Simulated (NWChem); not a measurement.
Species: CH$_{3}$Be cation; SMILES [Be+][CH3]

```xyz
5

Be     0.0000     0.0000    -1.1920
C      0.0000     0.0000     0.4590
H      0.7342     0.7342     0.8379
H      0.2687    -1.0029     0.8379
H     -1.0029     0.2687     0.8379
```
Atoms are numbered in this order, from 1.

Structure relaxed at the PBE0/def2-SVP level.

List the 4 lowest vertical singlet excitations from BHandHLYP/6-31+G* (spherical d), TDA (NWChem).


```csv
state,energy (eV),oscillator strength,leading excitation (squared amplitude)
S1,4.71,0.194,HOMO → LUMO (0.97)
S2,5.94,0.010,HOMO−1 → LUMO (0.99)
S3,5.94,0.010,HOMO−2 → LUMO (0.99)
S4,7.26,0.179,HOMO → LUMO+1 (0.98)
```
